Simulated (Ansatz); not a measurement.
Basis-set extrapolation for CH$_{7}$FO$_{2}$SSi$_{2}$ (`C[SiH](F)S[SiH](O)O`) (PBE0-D4/def2-TZVP geometry, frozen core, Ansatz). Multiplicity 1, RHF reference.

```tsv
	def2-TZVPP	def2-QZVPP
HF	-1266.933480	-1266.977248
MP2 correlation	-1.321796	-1.433201
CCSD(T) correlation	-1.421293	not run
```

Energies in hartree. Use E(X) = E(∞) + A·exp(−7.88·√X) for Hartree–Fock and E(X) = E(∞) + B·X^(−2.97) for correlation, with X = 3 and 4, and add CCSD(T) minus MP2 of the smaller set to the MP2 limit.

Problem. What is the CCSD(T) energy at the basis-set limit?

Solution. HF limit: -1266.977248 + (-0.043768) × 0.13774 = -1266.98328. MP2 limit: -1.433201 + (-0.111405) × 0.74074 = -1.51572. Higher-order term: -1.421293 − (-1.321796) = -0.09950. Total: -1268.59850 hartree, 639.9 kJ/mol below CCSD(T)/def2-TZVPP.
